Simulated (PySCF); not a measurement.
BHN, SMILES [B]=N, multiplicity 2.

Geometry optimised at B3LYP-D3(BJ)/def2-TZVPD. The isomer is the one that the SMILES or the coordinates give; other isomers of the formula were not compared.

Level of theory: PBE0/def2-TZVPD (PySCF).

The molecule is in vacuum.

```
Quantity                                                          Result
-----------------------------------------------  -----------------------
total energy                                           -80.04594 hartree
point group                                                          C∞v
α spin, highest occupied and lowest empty level        -8.77 and 0.23 eV
β spin, highest occupied and lowest empty level       -8.76 and -3.31 eV
dipole moment                                                     0.26 D
mean static polarisability                          22.6 bohr³ (3.35 Å³)
polarisability, principal values                  20.4, 20.4, 27.0 bohr³
⟨S²⟩                                             0.769 (pure state 0.75)
```
